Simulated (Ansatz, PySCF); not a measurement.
Process, species as SMILES: O[Si](O)(O)[SiH3] -> O[Si](O)O + [SiH3] (SiH3) (the Si-Si bond at the site shown breaks; other sites are not compared here)
Structures are relaxed separately at B3LYP-D3(BJ)/def2-TZVP in Ansatz (an electronic-structure program), one conformer each, not searched for the lowest. Frequencies are from Ansatz or PySCF.

Wanted: bond dissociation energy (enthalpy at 298 K, with B3LYP-D3(BJ) rigid-rotor harmonic-oscillator terms), in kcal/mol. Correlated levels leave the core frozen unless marked. Open shells are spin-unrestricted. Spin-orbit coupling is left out. No relativistic terms. CBS marks a two-point X^-3 extrapolation of the correlation energy; Hartree-Fock from the larger set. The bracket is a focal-point correction in the basis named.

RI-MP2/CBS(aug-cc-pV(T+d)Z,aug-cc-pV(Q+d)Z)+[CCSD(T)-MP2]/aug-cc-pV(T+d)Z (Ansatz) gives 80.4 kcal/mol.

### Question
Another calculation gave 74.8 kcal/mol. Which level was it?
A) r2SCANh/def2-TZVPD (Ansatz)
B) B97M-V/def2-TZVPD (Ansatz)
C) B2PLYP/def2-TZVPD (Ansatz)
D) BLYP/def2-TZVPD (Ansatz)

### Answer
C, B2PLYP/def2-TZVPD (Ansatz). The others give 72.3 (r2SCANh), 78.6 (B97M-V), 68.5 (BLYP) kcal/mol.
